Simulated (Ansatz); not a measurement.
CH₅BClN, SMILES `NCBCl`: the same geometry under several functionals.

```yaml
crystal:
  periodic: [false, false, false]
  atoms:
    - {symbol: N, position_ang: [-0.982547, 0.902013, 0.103634]}
    - {symbol: C, position_ang: [0.104444, 0.053280, 0.532040]}
    - {symbol: B, position_ang: [0.577314, -1.055562, -0.440190]}
    - {symbol: Cl, position_ang: [0.054158, -1.097158, -2.108094]}
    - {symbol: H, position_ang: [-0.910288, 1.129303, -0.878914]}
    - {symbol: H, position_ang: [-1.020481, 1.764642, 0.627623]}
    - {symbol: H, position_ang: [1.053505, 0.586350, 0.761361]}
    - {symbol: H, position_ang: [-0.145860, -0.439398, 1.483030]}
    - {symbol: H, position_ang: [1.358154, -1.889671, -0.097590]}
basis:
  gaussian: {orbitals: def2-TZVPP}
hamiltonian: {xc: {name: B2PLYP}}
```

```sh
$ ansatz run in.yaml --threads 4 --pin off --events-out ev --progress --plain
```

Output, abridged:

```
Functional definition: B2PLYP
1205 factors; integrals over basis functions are off by at most 1.3e-3 eV
mean field evaluation 1: about -15792.5905 eV, gradient 4.7e1 eV
mean field evaluation 2: about -15792.6920 eV, gradient 4.7e1 eV
mean field evaluation 4: about -15797.3390 eV, gradient 3.5e0 eV
mean field evaluation 8: about -15797.3695 eV, gradient 7.7e-2 eV
mean field evaluation 16: about -15797.3696 eV, gradient 2.4e-5 eV
mean field -15797.36956380 eV, -580.5426236280 hartree, gradient 3.5e-6 eV, S^2 0.000000; 0 other end points of the search recorded, 0 dependent functions left out
8 core orbitals not correlated: weight in the atoms' cores, before any rotation towards them, 1.000 or more for the frozen orbitals, at most 0.000 for the correlated occupied ones
reference -15797.36972393 eV, -580.5426295125 hartree; 12, 12 occupied and 185, 185 virtual orbitals, 1205 factors
second order -22.33519891 eV of doubles, -0.00000000 eV of singles
Total energy: -15803.40022763 eV, -580.7642464360 hartree
```

It took 3.1 s on 4 threads of a server CPU on a shared host, with 0.44 GiB of host memory at the peak.

The same input with `hamiltonian: {xc: {name: BHLYP}, dispersion: d4}` (abridged; 1.7 s):

```
Functional definition: BHLYP
mean field -15808.00027245 eV, -580.9332949651 hartree, gradient 8.1e-5 eV, S^2 0.000000
Total energy: -15808.18324806 eV, -580.9400191949 hartree
```

With the line `hamiltonian: {xc: {name: BLYP}, dispersion: d4}` (abridged; 1.4 s):

```
Functional definition: BLYP
mean field evaluation 16: about -15808.2316 eV, gradient 4.6e-4 eV
mean field -15808.23155466 eV, -580.9417944296 hartree, gradient 6.3e-5 eV, S^2 0.000000
Total energy: -15808.58730137 eV, -580.9548678801 hartree
```

With the line `hamiltonian: {xc: {name: LC-wPBE}}` (abridged; 1.6 s):

```
Functional definition: LC-wPBE
mean field evaluation 16: about -15804.3742 eV, gradient 2.7e-5 eV
mean field -15804.37422794 eV, -580.8000402871 hartree, gradient 2.7e-5 eV, S^2 0.000000
Total energy: -15804.37422794 eV, -580.8000402873 hartree
```

The same input with `hamiltonian: {xc: lda}` (abridged; 0.8 s):

```
Functional definition: SPW92
mean field evaluation 16: about -15738.8692 eV, gradient 5.6e-4 eV
mean field -15738.86919373 eV, -578.3927746810 hartree, gradient 5.1e-5 eV, S^2 0.000000
Total energy: -15738.86923031 eV, -578.3927760251 hartree
```

Changing it to `hamiltonian: {xc: hse06, dispersion: d4}` (abridged; 1.9 s):

```
Functional definition: HSE06
mean field evaluation 16: about -15801.3145 eV, gradient 3.8e-5 eV
mean field -15801.31450400 eV, -580.6875975065 hartree, gradient 3.8e-5 eV, S^2 0.000000
Total energy: -15801.43657866 eV, -580.6920836674 hartree
```

HSE06 is the plane-wave form, built on full-range PBE exchange.
